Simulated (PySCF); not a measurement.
## Magnetic susceptibility: `InChI=1S/C5H8O2S/c1-2-8(7)5-3-4-6/h2,4H,1,3,5H2/t8-/m1/s1`

Geometry:
```
atom   x (Å)   y (Å)   z (Å)
  C1   2.204  -1.055   0.619
  C2   1.988   0.131   0.097
  S3   0.642   0.385  -1.088
  O4  -0.057  -0.908  -1.203
  C5  -0.464   1.343   0.088
  C6  -1.767   0.570   0.097
  C7  -1.494  -0.868   0.513
  O8  -0.809  -1.161   1.459
  H9   1.555  -1.876   0.359
 H10   2.992  -1.252   1.326
 H11   2.570   1.019   0.282
 H12  -0.569   2.355  -0.295
 H13  -0.005   1.352   1.074
 H14  -2.454   0.999   0.833
 H15  -2.239   0.593  -0.885
 H16  -2.100  -1.619  -0.019
```

Computed with GIAO KT3/pcSseg-1 magnetisability, rotational g tensor and spin-rotation constants, non-relativistic, gas phase in PySCF. Geometry: GFN2-xTB.

Question: How diamagnetic is it, and how anisotropic?

Answer: Isotropic -1107 × 10⁻³⁰ J/T², or -66.7 × 10⁻⁶ cm³/mol; principal values -1325, -1031, -965 × 10⁻³⁰ J/T², anisotropy 332 × 10⁻³⁰ J/T² (root of half the summed squared differences of the principal values). The susceptibility is in cgs units.

Question: Split it along the inertial axes a, b, c into diamagnetic and paramagnetic parts about the centre of mass, with the quadrupole moment.

Answer: 
```tsv
axis	χ (10⁻⁶ cm³/mol)	diamagnetic (10⁻⁶ cm³/mol)	paramagnetic (10⁻⁶ cm³/mol)	summed x² of all electrons (Å²)	quadrupole Θ (D Å)
a	-73.2	-586.9	513.7	142.9	+6.82
b	-62.8	-816.9	754.1	88.7	-3.54
c	-64.0	-982.7	918.7	49.6	-3.27
```
Anisotropies 2χaa − χbb − χcc = -19.6 and 2χbb − χaa − χcc = +11.5 × 10⁻⁶ cm³/mol. Θ is traceless in Buckingham's convention.

Question: And the rotational g tensor?

Answer: 
```csv
axis,rotational constant (GHz),g,nuclear part,electronic part
a,2.4753,-0.0294,0.5680,-0.5973
b,1.6878,-0.0234,0.5745,-0.5979
c,1.3497,-0.0181,0.5645,-0.5826
```
Asymmetric top; isotopes 12C, 1H, 16O, 32S; no vibrational averaging.
